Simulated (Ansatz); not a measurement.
Gas-phase electronic energies from Ansatz, PBE0-D4/def2-TZVP geometries. CCSD(T)/CBS is the MP2 limit (def2-TZVPP, def2-QZVPP) plus CCSD(T) − MP2 in def2-TZVPP, frozen cores. This one scheme is used for every species. Functionals use def2-TZVPP. B3LYP here is the variant with VWN-RPA as its local correlation; programs differ in this. Each species was taken in one conformer, which may not be the lowest.

Reaction (ligand exchange at the Si–S bond): `[CH3][AlH][S][SiH3]` + `O[SiH2]S` → `O[SiH2]S[SiH3]` + `[CH3][AlH][SH]`

Q: Is it downhill or uphill in electronic energy at CCSD(T)/CBS, and by how much? (Estimate.)

A: Ansatz gave: Nearly level: ΔE = -0.4 kJ/mol.

Q: What do these levels give: r2SCAN-D4, PBE0-D4, B3LYP-D4, ωB97X-V, B2PLYP, PBE, HF/def2-TZVPP, SCS-MP2/def2-TZVPP, CCSD(T)/def2-TZVPP, HF/def2-QZVPP, HF/CBS(def2), MP2/CBS(def2)? (Best estimate.)

A: The calculation gave: r2SCAN-D4 -1.0, PBE0-D4 -0.8, B3LYP-D4 -1.2, ωB97X-V -0.8, B2PLYP -1.2, PBE -1.6, HF/def2-TZVPP -0.9, SCS-MP2/def2-TZVPP -0.3, CCSD(T)/def2-TZVPP -0.3, HF/def2-QZVPP -0.7, HF/CBS(def2) -0.7, MP2/CBS(def2) -0.3 kJ/mol.

Largest T1 diagnostic among the species: 0.012.
